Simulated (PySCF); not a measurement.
**Molecular orbitals of TlN⁺**

PBE0 at R = 3.052 Å; basis Tl def2-SVPD with ECP60, N def2-SVPD; scalar-relativistic core potentials; PySCF 2.14. State: ⁴Σ⁻ (quartet), unpaired electrons σ ↑, π ↑↑. Only the outer orbitals are listed, counted within each symmetry, core potentials removing the inner ones.

```csv
spin,orbital,occ.,ε (eV),on Tl (%),main shells (%)
α,6σ,1,-17.12,89,"89 Tl s, 11 N p"
α,3π,1,-15.09,1,99 N p
α,3π,1,-15.09,1,99 N p
α,7σ,1,-15.02,14,"86 N p, 11 Tl s"
α,4π,0,-7.26,99,99 Tl p
α,4π,0,-7.26,99,99 Tl p
α,8σ,0,-6.81,97,96 Tl p
β,5σ,1,-21.42,2,97 N s
β,6σ,1,-16.86,98,98 Tl s
β,7σ,0,-8.20,52,"52 Tl p, 48 N p"
β,3π,0,-7.55,68,"67 Tl p, 32 N p"
β,3π,0,-7.55,68,"67 Tl p, 32 N p"
```

**Question.** Which are the highest filled and the lowest empty level, where do they sit, and how wide is the gap?

**Answer.** Highest filled α 7σ at -15.02 eV (in %: 86 N p, 11 Tl s); lowest empty β 7σ at -8.20 eV (in %: 52 Tl p, 48 N p); the gap at PBE0 is 6.82 eV.

```
bond order (Mayer)                                                                                                : 0.14
⟨S²⟩                                                                                                              : 3.754
charge on Tl (Mulliken, basis-dependent)                                                                          : 0.94
charge on Tl (Löwdin, basis-dependent)                                                                            : 0.90
dipole moment (positive dipole points towards N; it is taken about the centre of mass and depends on that origin) : 0.01 D
polarisability along the bond                                                                                     : 35.9 bohr³
polarisability across the bond                                                                                    : 25.7 bohr³
```

Spin–orbit coupling is left out, which matters for elements this heavy, above all for dissociation energies. The state is the lowest determinant that a PBE0 search found; another state may lie lower at other levels.
